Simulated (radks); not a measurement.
Values are calculated unless marked as measured or tabulated.
Q: These are the eigenvalues of the occupied orbitals of an atom or ion with whole-number occupations (eV). Level of theory: Dirac Kohn-Sham, exchange-only PBE, spin-unpolarised, spherical densities, finite nucleus; Fermi nuclear charge, rms radius of each element as measured or else 0.836 A^(1/3) + 0.57 fm (a radial shooting solver on a logarithmic mesh with Libxc functionals).

orbital  eigenvalue
1s1/2     -83379.75
2s1/2     -15076.08
2p1/2     -14485.94
2p3/2     -12537.42
3s1/2     -3856.547
3p1/2     -3589.663
3p3/2     -3157.522
3d3/2     -2714.266
3d5/2     -2621.531
4s1/2     -1128.971
4p1/2     -1014.084
4p3/2     -908.9109
4d3/2     -720.4453
4d5/2     -700.6410
4f5/2     -456.7963
4f7/2     -452.3446
5s1/2     -451.2220
5p1/2     -408.3803

Which element is it, and in what charge state? The configuration may be excited. Open shells, if any, fill j = l - 1/2 first.

A: Z = 80, mercury, charge +17: Hg17+ in [Kr] 4d10 4f14 5s2 5p1. The list shows which subshells hold electrons but not how many an open one holds; the 1s level, -3064.1 hartree, gives Z - s = 78.3 by -(Z - s)^2/2, which with screening and relativity narrows Z to a few neighbours, and the depths of the outer levels then fix element, charge and occupations together.
